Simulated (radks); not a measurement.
Species: Cd I. Configuration: [Kr] 4d9.5 5s1 5p1.5 (fractional occupations, a model configuration).

Calculated with a radial shooting solver on a logarithmic mesh with Libxc functionals: Dirac Kohn-Sham, PBE, spin-unpolarised, spherical densities, point nucleus; open shells fill j = l - 1/2 first.

Energy parts (hartree):
| part | energy |
|---|---|
| total | -5595.64791 |
| kinetic | 5867.91930 |
| electron-nucleus | -13568.62725 |
| Hartree | 2259.52169 |
| exchange-correlation | -154.46164 |

Orbitals (lengths in bohr, moments of r in powers of bohr; <r^-3> diverges for s and p1/2; r(max) is where P^2 peaks):
| orbital | occ. | eigenvalue (hartree) | r(max) | <r^-3> | <1/r> |
|---|---|---|---|---|---|
| 1s1/2 | 2 | -974.3912 | 0.01967 | - | 50.65 |
| 2s1/2 | 2 | -144.7783 | 0.1113 | - | 11.69 |
| 2p1/2 | 2 | -134.7888 | 0.08597 | - | 11.67 |
| 2p3/2 | 4 | -127.7160 | 0.09031 | 3750 | 10.94 |
| 3s1/2 | 2 | -27.13526 | 0.3240 | - | 4.105 |
| 3p1/2 | 2 | -23.13316 | 0.3104 | - | 4.011 |
| 3p3/2 | 4 | -21.86996 | 0.3205 | 681.7 | 3.832 |
| 3d3/2 | 4 | -14.79058 | 0.2641 | 105.6 | 3.671 |
| 3d5/2 | 6 | -14.53390 | 0.2670 | 99.09 | 3.625 |
| 4s1/2 | 2 | -4.06785 | 0.7954 | - | 1.583 |
| 4p1/2 | 2 | -2.78283 | 0.8283 | - | 1.463 |
| 4p3/2 | 4 | -2.56759 | 0.8530 | 116.1 | 1.406 |
| 4d3/2 | 4 | -0.60472 | 0.9699 | 11.29 | 1.085 |
| 4d5/2 | 5.5 | -0.57806 | 0.9803 | 10.45 | 1.069 |
| 5s1/2 | 1 | -0.28743 | 2.241 | - | 0.4740 |
| 5p1/2 | 1.5 | -0.10035 | 2.903 | - | 0.3420 |
| 5p3/2 | 0 | -0.09073 | 3.039 | 5.085 | 0.3256 |

The highest occupied level is 5p1/2 at -2.731 eV. The density falls to 0.001 e/bohr^3 at r = 4.78 bohr.
